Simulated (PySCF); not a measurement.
A structure optimised at PBE-D3(BJ)/def2-TZVP, used in a PySCF frequency run:

```
Pb
H 1 2.0610
Pb 2 2.0610 1 90.18
H 1 2.0610 2 70.99 3 44.32
```
Charge 0, spin multiplicity 1.

Task: Write its SMILES, formula and point group.

Result: [PbH]#[PbH], H₂Pb₂, C2v

Task: What are its rotational constants (standard atomic weights)?

Result: 118.60, 0.57150, 0.57052 GHz
